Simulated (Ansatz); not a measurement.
The cluster Al₅As₅. Total charge 0; singlet. Geometry PBE-D4/def2-SVP.

```tsv
atom	x (Å)	y (Å)	z (Å)
Al1	1.673	-0.741	0.526
Al2	0.728	1.726	-0.342
Al3	-0.603	-1.214	2.126
Al4	0.190	-0.626	-1.988
Al5	-1.643	1.510	1.165
As6	0.804	1.032	2.060
As7	-0.052	-2.455	-0.258
As8	-1.466	1.236	-1.557
As9	2.381	0.371	-1.542
As10	-2.013	-0.838	-0.190
```

The 6-31G sets use Cartesian d functions. The restricted singlet is unstable towards broken spin symmetry in Hartree–Fock (as tested in another run); at HF/6-31G, HF/def2-TZVP, PBE-D4/def2-SVP, PBE0-D4/def2-SVP and others this wasn't settled. The structure comes from a short search, and lower isomers may exist.

(1) Estimate the orbital energies around the gap (eV) in Ansatz with HF/6-31G, HF/def2-TZVP, PBE-D4/def2-SVP, PBE0-D4/def2-SVP, PBE0-D4/def2-TZVP.

## Answers

(1) 
```json
{"orbital": "HOMO−13", "HF/6-31G": "-14.50", "HF/def2-TZVP": "-13.67", "PBE-D4/def2-SVP": "-9.59", "PBE0-D4/def2-SVP": "-10.94", "PBE0-D4/def2-TZVP": "-10.78"}
{"orbital": "HOMO−12", "HF/6-31G": "-14.08", "HF/def2-TZVP": "-13.35", "PBE-D4/def2-SVP": "-9.54", "PBE0-D4/def2-SVP": "-10.81", "PBE0-D4/def2-TZVP": "-10.67"}
{"orbital": "HOMO−11", "HF/6-31G": "-13.60", "HF/def2-TZVP": "-12.82", "PBE-D4/def2-SVP": "-8.99", "PBE0-D4/def2-SVP": "-10.25", "PBE0-D4/def2-TZVP": "-10.11"}
{"orbital": "HOMO−10", "HF/6-31G": "-13.39", "HF/def2-TZVP": "-12.65", "PBE-D4/def2-SVP": "-8.99", "PBE0-D4/def2-SVP": "-10.22", "PBE0-D4/def2-TZVP": "-10.07"}
{"orbital": "HOMO−9", "HF/6-31G": "-10.37", "HF/def2-TZVP": "-10.13", "PBE-D4/def2-SVP": "-7.37", "PBE0-D4/def2-SVP": "-8.32", "PBE0-D4/def2-TZVP": "-8.19"}
{"orbital": "HOMO−8", "HF/6-31G": "-10.35", "HF/def2-TZVP": "-10.04", "PBE-D4/def2-SVP": "-7.28", "PBE0-D4/def2-SVP": "-8.26", "PBE0-D4/def2-TZVP": "-8.11"}
{"orbital": "HOMO−7", "HF/6-31G": "-9.65", "HF/def2-TZVP": "-9.34", "PBE-D4/def2-SVP": "-6.67", "PBE0-D4/def2-SVP": "-7.59", "PBE0-D4/def2-TZVP": "-7.46"}
{"orbital": "HOMO−6", "HF/6-31G": "-9.54", "HF/def2-TZVP": "-9.22", "PBE-D4/def2-SVP": "-6.66", "PBE0-D4/def2-SVP": "-7.59", "PBE0-D4/def2-TZVP": "-7.43"}
{"orbital": "HOMO−5", "HF/6-31G": "-9.18", "HF/def2-TZVP": "-8.95", "PBE-D4/def2-SVP": "-6.25", "PBE0-D4/def2-SVP": "-7.17", "PBE0-D4/def2-TZVP": "-7.05"}
{"orbital": "HOMO−4", "HF/6-31G": "-9.00", "HF/def2-TZVP": "-8.75", "PBE-D4/def2-SVP": "-6.12", "PBE0-D4/def2-SVP": "-6.99", "PBE0-D4/def2-TZVP": "-6.87"}
{"orbital": "HOMO−3", "HF/6-31G": "-8.89", "HF/def2-TZVP": "-8.48", "PBE-D4/def2-SVP": "-6.09", "PBE0-D4/def2-SVP": "-6.96", "PBE0-D4/def2-TZVP": "-6.83"}
{"orbital": "HOMO−2", "HF/6-31G": "-8.46", "HF/def2-TZVP": "-8.27", "PBE-D4/def2-SVP": "-5.87", "PBE0-D4/def2-SVP": "-6.73", "PBE0-D4/def2-TZVP": "-6.60"}
{"orbital": "HOMO−1", "HF/6-31G": "-7.46", "HF/def2-TZVP": "-7.05", "PBE-D4/def2-SVP": "-5.44", "PBE0-D4/def2-SVP": "-6.09", "PBE0-D4/def2-TZVP": "-5.99"}
{"orbital": "HOMO", "HF/6-31G": "-7.44", "HF/def2-TZVP": "-6.90", "PBE-D4/def2-SVP": "-5.14", "PBE0-D4/def2-SVP": "-5.80", "PBE0-D4/def2-TZVP": "-5.71"}
{"orbital": "LUMO", "HF/6-31G": "-1.59", "HF/def2-TZVP": "-1.05", "PBE-D4/def2-SVP": "-3.83", "PBE0-D4/def2-SVP": "-3.41", "PBE0-D4/def2-TZVP": "-3.30"}
{"orbital": "LUMO+1", "HF/6-31G": "-0.81", "HF/def2-TZVP": "-0.42", "PBE-D4/def2-SVP": "-3.45", "PBE0-D4/def2-SVP": "-2.98", "PBE0-D4/def2-TZVP": "-2.88"}
{"orbital": "LUMO+2", "HF/6-31G": "-0.44", "HF/def2-TZVP": "-0.10", "PBE-D4/def2-SVP": "-3.20", "PBE0-D4/def2-SVP": "-2.70", "PBE0-D4/def2-TZVP": "-2.60"}
{"orbital": "LUMO+3", "HF/6-31G": "0.72", "HF/def2-TZVP": "1.24", "PBE-D4/def2-SVP": "-2.34", "PBE0-D4/def2-SVP": "-1.66", "PBE0-D4/def2-TZVP": "-1.61"}
{"orbital": "LUMO+4", "HF/6-31G": "1.11", "HF/def2-TZVP": "1.43", "PBE-D4/def2-SVP": "-2.19", "PBE0-D4/def2-SVP": "-1.56", "PBE0-D4/def2-TZVP": "-1.51"}
{"orbital": "LUMO+5", "HF/6-31G": "1.11", "HF/def2-TZVP": "1.45", "PBE-D4/def2-SVP": "-2.12", "PBE0-D4/def2-SVP": "-1.50", "PBE0-D4/def2-TZVP": "-1.48"}
```
